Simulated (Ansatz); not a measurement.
Ansatz (a first-principles code) input file for C₄H₇FSi, SMILES [Si@@H]1(C=C[C@H]1F)C, PBE-D3(BJ)/def2-SVP. 

Ansatz 0.2 input:
```yaml
crystal:
  periodic: [false, false, false]
  atoms:
    - {symbol: C, position_ang: [2.15352081, 0.19184005, -0.08297627]}
    - {symbol: Si, position_ang: [0.53119338, -0.65159994, -0.50627889]}
    - {symbol: C, position_ang: [-0.48125629, -1.31961023, 0.92100038]}
    - {symbol: C, position_ang: [-1.37471598, -0.30412454, 0.83105329]}
    - {symbol: C, position_ang: [-1.00559697, 0.51664846, -0.38788864]}
    - {symbol: F, position_ang: [-0.75966033, 1.86106134, -0.09338213]}
    - {symbol: H, position_ang: [2.54936620, 0.73077739, -0.95955027]}
    - {symbol: H, position_ang: [1.99512384, 0.91961562, 0.72761690]}
    - {symbol: H, position_ang: [2.91476137, -0.53688613, 0.24024895]}
    - {symbol: H, position_ang: [0.69380723, -1.50927666, -1.71852702]}
    - {symbol: H, position_ang: [-0.50401036, -2.13707644, 1.64624622]}
    - {symbol: H, position_ang: [-2.22973057, -0.08943790, 1.48870664]}
    - {symbol: H, position_ang: [-1.77079148, 0.48660869, -1.18353033]}
basis:
  gaussian:
    orbitals: def2-SVP
hamiltonian:
  xc: pbe
  dispersion: d3bj
relax: {f_tol: 0.002, max_steps: 200}
```

Log of the run:

```
WARN ansatz: RAYON_NUM_THREADS=2 ignored (pool sized by the plan → 2); use --threads N
Functional definition: PBE
integrals: 0.07 GiB planned
1382 factors; their error is unknown
mean field: 0.39 GiB planned
mean field evaluation 1: about -14822.7854 eV, gradient 7.0e1 eV
mean field evaluation 2: about -14806.8753 eV, gradient 1.0e2 eV
mean field evaluation 4: about -14835.3199 eV, gradient 6.3e0 eV
mean field evaluation 8: about -14835.4026 eV, gradient 1.8e-1 eV
mean field evaluation 16: about -14835.3121 eV, gradient 2.2e-3 eV
mean field -14835.31208775 eV, -545.1876634890 hartree, gradient 5.5e-5 eV, S^2 0.000000; 0 other end points of the search recorded, 0 dependent functions left out
the calculation of the forces begins
reference -14835.31212327 eV, -545.1876647945 hartree; 27, 27 occupied and 96, 96 virtual orbitals, 1382 factors
relax step   1: F+E_penalty+E_count = -14835.60553758 eV  Δ(F+E_penalty+E_count) = +0.000e0 eV  max|allowed force component| = 2.325e-1 eV/Å  Δτ_max = 0.0000 Å  (30 SCF iters, accepted)
these checks for a lower state are left out or cut short: starts, cluster_reference, orbital_swaps, neighbouring_geometries, increment
integrals: 0.07 GiB planned
1382 factors; their error is unknown
mean field: 0.39 GiB planned
mean field -14835.32380876 eV, -545.1880942283 hartree, gradient 1.0e-5 eV, S^2 0.000000; 0 other end points of the search recorded, 0 dependent functions left out
the calculation of the forces begins
reference -14835.32384437 eV, -545.1880955370 hartree; 27, 27 occupied and 96, 96 virtual orbitals, 1382 factors
relax step   2: F+E_penalty+E_count = -14835.61679477 eV  Δ(F+E_penalty+E_count) = -1.126e-2 eV  max|allowed force component| = 8.472e-2 eV/Å  Δτ_max = 0.0160 Å  (32 SCF iters, accepted)
these checks for a lower state are left out or cut short: starts, cluster_reference, orbital_swaps, neighbouring_geometries, increment
integrals: 0.07 GiB planned
1382 factors; their error is unknown
mean field: 0.39 GiB planned
mean field evaluation 32: about -14835.3254 eV, gradient 1.8e-3 eV
mean field -14835.32539720 eV, -545.1881526023 hartree, gradient 1.0e-5 eV, S^2 0.000000; 0 other end points of the search recorded, 0 dependent functions left out
the calculation of the forces begins
reference -14835.32543286 eV, -545.1881539130 hartree; 27, 27 occupied and 96, 96 virtual orbitals, 1382 factors
relax step   3: F+E_penalty+E_count = -14835.61808759 eV  Δ(F+E_penalty+E_count) = -1.293e-3 eV  max|allowed force component| = 4.870e-2 eV/Å  Δτ_max = 0.0132 Å  (32 SCF iters, accepted)
these checks for a lower state are left out or cut short: starts, cluster_reference, orbital_swaps, neighbouring_geometries, increment
integrals: 0.07 GiB planned
1382 factors; their error is unknown
mean field: 0.39 GiB planned
mean field -14835.32544777 eV, -545.1881544608 hartree, gradient 1.0e-5 eV, S^2 0.000000; 0 other end points of the search recorded, 0 dependent functions left out
the calculation of the forces begins
reference -14835.32548342 eV, -545.1881557710 hartree; 27, 27 occupied and 96, 96 virtual orbitals, 1382 factors
relax step   4: F+E_penalty+E_count = -14835.61821046 eV  Δ(F+E_penalty+E_count) = -1.229e-4 eV  max|allowed force component| = 2.734e-2 eV/Å  Δτ_max = 0.0044 Å  (33 SCF iters, accepted)
these checks for a lower state are left out or cut short: starts, cluster_reference, orbital_swaps, neighbouring_geometries, increment
integrals: 0.07 GiB planned
1382 factors; their error is unknown
mean field: 0.39 GiB planned
mean field -14835.32549163 eV, -545.1881560725 hartree, gradient 1.2e-5 eV, S^2 0.000000; 0 other end points of the search recorded, 0 dependent functions left out
the calculation of the forces begins
reference -14835.32552727 eV, -545.1881573825 hartree; 27, 27 occupied and 96, 96 virtual orbitals, 1382 factors
relax step   5: F+E_penalty+E_count = -14835.61827515 eV  Δ(F+E_penalty+E_count) = -6.469e-5 eV  max|allowed force component| = 1.374e-2 eV/Å  Δτ_max = 0.0027 Å  (23 SCF iters, accepted)
these checks for a lower state are left out or cut short: starts, cluster_reference, orbital_swaps, neighbouring_geometries, increment
integrals: 0.07 GiB planned
1382 factors; their error is unknown
mean field: 0.39 GiB planned
mean field -14835.32548876 eV, -545.1881559671 hartree, gradient 1.0e-5 eV, S^2 0.000000; 0 other end points of the search recorded, 0 dependent functions left out
the calculation of the forces begins
reference -14835.32552440 eV, -545.1881572770 hartree; 27, 27 occupied and 96, 96 virtual orbitals, 1382 factors
relax step   6: F+E_penalty+E_count = -14835.61831492 eV  Δ(F+E_penalty+E_count) = -3.977e-5 eV  max|allowed force component| = 7.535e-3 eV/Å  Δτ_max = 0.0054 Å  (33 SCF iters, accepted)
these checks for a lower state are left out or cut short: starts, cluster_reference, orbital_swaps, neighbouring_geometries, increment
integrals: 0.07 GiB planned
1382 factors; their error is unknown
mean field: 0.39 GiB planned
mean field -14835.32546401 eV, -545.1881550576 hartree, gradient 1.0e-5 eV, S^2 0.000000; 0 other end points of the search recorded, 0 dependent functions left out
the calculation of the forces begins
reference -14835.32549965 eV, -545.1881563672 hartree; 27, 27 occupied and 96, 96 virtual orbitals, 1382 factors
relax step   7: F+E_penalty+E_count = -14835.61833316 eV  Δ(F+E_penalty+E_count) = -1.824e-5 eV  max|allowed force component| = 7.169e-3 eV/Å  Δτ_max = 0.0055 Å  (33 SCF iters, accepted)
these checks for a lower state are left out or cut short: starts, cluster_reference, orbital_swaps, neighbouring_geometries, increment
integrals: 0.07 GiB planned
1382 factors; their error is unknown
mean field: 0.39 GiB planned
mean field evaluation 64: about -14835.2534 eV, gradient 3.0e-1 eV
mean field -14835.25360756 eV, -545.1855143819 hartree, gradient 1.1e-5 eV, S^2 0.000000; 0 other end points of the search recorded, 0 dependent functions left out
the calculation of the forces begins
reference -14835.25364328 eV, -545.1855156944 hartree; 27, 27 occupied and 96, 96 virtual orbitals, 1382 factors
relax step   8: F+E_penalty+E_count = -14835.54696478 eV  Δ(F+E_penalty+E_count) = +7.137e-2 eV  max|allowed force component| = 1.624e0 eV/Å  Δτ_max = 0.0396 Å  (31 SCF iters, rejected (line search))
these checks for a lower state are left out or cut short: starts, cluster_reference, orbital_swaps, neighbouring_geometries, increment
integrals: 0.07 GiB planned
1382 factors; their error is unknown
mean field: 0.39 GiB planned
mean field -14835.32544297 eV, -545.1881542844 hartree, gradient 1.4e-5 eV, S^2 0.000000; 0 other end points of the search recorded, 0 dependent functions left out
the calculation of the forces begins
reference -14835.32547861 eV, -545.1881555940 hartree; 27, 27 occupied and 96, 96 virtual orbitals, 1382 factors
relax step   9: F+E_penalty+E_count = -14835.61833908 eV  Δ(F+E_penalty+E_count) = -5.923e-6 eV  max|allowed force component| = 2.479e-3 eV/Å  Δτ_max = 0.0033 Å  (24 SCF iters, accepted)
these checks for a lower state are left out or cut short: starts, cluster_reference, orbital_swaps, neighbouring_geometries, increment
integrals: 0.07 GiB planned
1382 factors; their error is unknown
mean field: 0.39 GiB planned
mean field -14835.32544188 eV, -545.1881542443 hartree, gradient 1.8e-5 eV, S^2 0.000000; 0 other end points of the search recorded, 0 dependent functions left out
the calculation of the forces begins
reference -14835.32547752 eV, -545.1881555540 hartree; 27, 27 occupied and 96, 96 virtual orbitals, 1382 factors
relax step  10: F+E_penalty+E_count = -14835.61833945 eV  Δ(F+E_penalty+E_count) = -3.674e-7 eV  max|allowed force component| = 7.628e-4 eV/Å  Δτ_max = 0.0006 Å  (21 SCF iters, accepted)
integrals: 0.07 GiB planned
1382 factors; their error is unknown
mean field: 0.39 GiB planned
mean field evaluation 96: about -14835.3254 eV, gradient 1.8e-3 eV
mean field -14835.32544188 eV, -545.1881542443 hartree, gradient 1.8e-5 eV, S^2 0.000000; 1 other end points of the search recorded, 0 dependent functions left out
the calculation of the forces begins
reference -14835.32547752 eV, -545.1881555540 hartree; 27, 27 occupied and 96, 96 virtual orbitals, 1382 factors
Total energy: -14835.61837508 eV, -545.1989193410 hartree
Atom 0 at     2.153896     0.193950    -0.081588 Å, force    -0.000161     0.000654    -0.000470 eV/Å
Atom 1 at     0.532581    -0.656382    -0.516887 Å, force     0.000323    -0.000763     0.000439 eV/Å
Atom 2 at    -0.483138    -1.330061     0.916322 Å, force    -0.000315    -0.000249    -0.000208 eV/Å
Atom 3 at    -1.369350    -0.299012     0.838482 Å, force     0.000471     0.000226     0.000224 eV/Å
Atom 4 at    -1.008320     0.526288    -0.381330 Å, force    -0.000597    -0.000716     0.000050 eV/Å
Atom 5 at    -0.760339     1.871843    -0.095777 Å, force     0.000117     0.000504     0.000124 eV/Å
Atom 6 at     2.568403     0.716348    -0.967899 Å, force     0.000192    -0.000045     0.000179 eV/Å
Atom 7 at     1.975731     0.944015     0.713963 Å, force     0.000048    -0.000018     0.000015 eV/Å
Atom 8 at     2.912405    -0.532181     0.274550 Å, force    -0.000184    -0.000225     0.000049 eV/Å
Atom 9 at     0.703235    -1.520602    -1.744329 Å, force    -0.000076     0.000194    -0.000226 eV/Å
Atom 10 at    -0.511224    -2.161695     1.637148 Å, force     0.000258     0.000126     0.000209 eV/Å
Atom 11 at    -2.220880    -0.075530     1.512588 Å, force    -0.000199     0.000038    -0.000341 eV/Å
Atom 12 at    -1.780988     0.481559    -1.182505 Å, force     0.000123     0.000271    -0.000045 eV/Å
Dipole moment:     0.064211    -0.241583     0.027738 e Å
```

The calculation finished and met its thresholds.

Cost: roughly 70 core-seconds.
